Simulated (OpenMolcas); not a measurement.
4d³ along the 39-electron sequence

```json
{
 "Program": "OpenMolcas",
 "Method": "SS-RASPT2, IPEA 0.25 Eh, imaginary shift 0.1 Eh",
 "Basis": "ANO-R2",
 "Scalar Hamiltonian": "X2C, finite nucleus",
 "Spin-orbit coupling": "RASSI with atomic mean-field integrals over the reference wave functions, term energies averaged over their components"
}
```

Active space for each ion: 9 electrons in 8 orbitals (RAS1 4p, at most 2 holes; RAS2 4d); closed shells correlated by CASPT2: 4s.

Computed levels in cm-1 above ⁴F_3/2:

```
                               Level   Nb2+   Mo3+   Tc4+   Ru5+   Rh6+   Pd7+
                              ⁴F_5/2    548    817   1107   1477   1921   2530
                              ⁴F_7/2   1247   1840   2470   3250   4170   5390
                              ⁴F_9/2   2050   2990   3980   5170   6540   8290
                              ⁴P_3/2   8630  10520  12130  13590  14950  16260
                              ⁴P_1/2   8780  10580  12180  13730  15230  16770
                              ²G_7/2   9640  11960  14130  16190  18230  20380
                              ⁴P_5/2   9920  11930  13930  16000  18110  20480
                              ²G_9/2  10220  12700  15000  17180  19320  21530
                              ²P_1/2  10400  14300  17550  20440  23220  26130
weight of ⁴F in the lowest level (%)     99     99     98     98     97     96
```

Mixed levels, with the weight of the term that names them: Nb2+ ⁴P_3/2 (63 %), Nb2+ ⁴P_1/2 (74 %), Nb2+ ²P_1/2 (74 %), Ru5+ ²G_9/2 (71 %), Rh6+ ²G_9/2 (65 %), Pd7+ ⁴P_3/2 (72 %), Pd7+ ²G_9/2 (57 %).

Measured, with the error of the calculation in %. Measured levels: Nb2+ from the list in Shadmi, J. Res. Natl. Bur. Stand. 70A, 435 (1966); Mo3+ from Sugar and Musgrove, J. Phys. Chem. Ref. Data 17, 155 (1988).

| Level | Nb2+ | Mo3+ |
| --- | --- | --- |
| ⁴F_5/2 | 516 (+6.2) | 778 (+5.0) |
| ⁴F_7/2 | 1177 (+6.0) | 1760 (+4.6) |
| ⁴F_9/2 | 1939 (+5.9) | 2865 (+4.5) |
| ⁴P_3/2 | 8608 (+0.2) | 10331 (+1.8) |
| ⁴P_1/2 | 8664 (+1.3) | 10338 (+2.3) |
| ²G_7/2 | 9236 (+4.4) | 11580 (+3.3) |
| ⁴P_5/2 | 9594 (+3.4) | 11612 (+2.7) |
| ²G_9/2 | 9804 (+4.2) | 12311 (+3.2) |
| ²P_1/2 |  | 14348 (-0.3) |

The fine-structure level ⁴F_9/2 changes by a factor of 4.04 from Nb2+ to Pd7+. Its fourth root runs 6.73, 7.39, 7.94, 8.48, 8.99, 9.54, with steps per unit of Z of 0.67, 0.55, 0.54, 0.51, 0.55; equal steps would mean a (Z - σ)^4 law with constant σ.

⁴P_3/2 changes by a factor of 1.88 over the same range, with steps per unit of Z of +1890, +1610, +1460, +1360, +1310 cm-1.

CASPT2 breaks the degeneracy within a term, and the mean is taken; among the terms shown or strongly mixed into the levels shown the widest spread is 280 cm-1 (4d³ ⁴F, Rh6+). Active for correlation alone: 4p; no level in the range computed is led by a configuration that opens it, so any true level of that kind is missing. Measured partners are found by configuration, term and J. A level has none where our copy of the source lacks it or the pairing is in doubt (some pairs that miss far off the trend of their configuration count as doubtful), and it then counts in no deviation. Levels of configurations outside the active space are missing.
